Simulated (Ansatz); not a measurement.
Input for Ansatz (a quantum-chemistry and plane-wave program): R-CCSD(T)/aug-cc-pV(T+d)Z on ClH3O (a complex), monomers drawn apart or pushed together. Files ending in .json are basis or fitting sets from the Basis Set Exchange.

Ansatz 0.2 input:
```yaml
crystal:
  periodic: [false, false, false]
  atoms:
    - {symbol: O, position_ang: [0.04092865, 0.33230201, 0.25285459]}
    - {symbol: H, position_ang: [0.79409459, 0.84827547, -0.05584907]}
    - {symbol: H, position_ang: [0.18620983, -0.56719311, -0.06111981]}
    - {symbol: Cl, position_ang: [-0.34799987, 0.48708265, 3.65008730]}
    - {symbol: H, position_ang: [-0.24686337, 0.44812848, 2.35033665]}
basis:
  gaussian:
    orbitals: aug-cc-pV_T+d_Z.json
magnetization: {spin_polarized: false}
correlation: {method: ccsd_t, electrons: outside_noble_gas}
scf: {lower_state_search: off}
```

Output:

```
WARN ansatz: RAYON_NUM_THREADS=2 ignored (pool sized by the plan → 2); use --threads N
Functional definition: HF
these checks for a lower state are left out or cut short: stability, starts, cluster_reference, orbital_swaps, neighbouring_geometries, increment
integrals: 0.51 GiB planned
975 factors; integrals over basis functions are off by at most 1.2e-3 eV
mean field: 0.38 GiB planned
mean field evaluation 1: about -14588.0455 eV, gradient 3.3e1 eV
mean field evaluation 2: about -14588.0460 eV, gradient 3.3e1 eV
mean field evaluation 4: about -14590.0207 eV, gradient 2.1e0 eV
mean field evaluation 8: about -14590.0409 eV, gradient 2.3e-4 eV
mean field -14590.04085516 eV, -536.1741119421 hartree, gradient 4.4e-6 eV, S^2 0.000000; 0 other end points of the search recorded, 0 dependent functions left out
6 core orbitals not correlated
reference -14590.04085516 eV, -536.1741119421 hartree; 8, 8 occupied and 156, 156 virtual orbitals, 975 factors
second order -13.05353587 eV of doubles, -0.00000000 eV of singles
coupled cluster: 1.36 GiB planned
cycle   1  -13.40245526 eV  change   -3.5e-1 eV  update   6.2e-2
cycle   2  -13.66395950 eV  change   -2.6e-1 eV  update   1.8e-2
cycle   3  -13.71629628 eV  change   -5.2e-2 eV  update   8.0e-3
cycle   4  -13.71127588 eV  change    5.0e-3 eV  update   1.6e-3
cycle   5  -13.71125135 eV  change    2.5e-5 eV  update   6.1e-4
cycle   6  -13.71131828 eV  change   -6.7e-5 eV  update   1.5e-4
cycle   7  -13.71123990 eV  change    7.8e-5 eV  update   5.8e-5
cycle   8  -13.71123478 eV  change    5.1e-6 eV  update   1.8e-5
perturbative correction -0.48859518 eV, -0.0179555419 hartree
Total energy: -14604.24068513 eV, -536.6959460685 hartree
Checks for a lower state left out: stability, starts, cluster_reference, orbital_swaps, neighbouring_geometries, increment
```

Self-consistency was reached.

Cost: about 23 core-seconds (a rough figure).
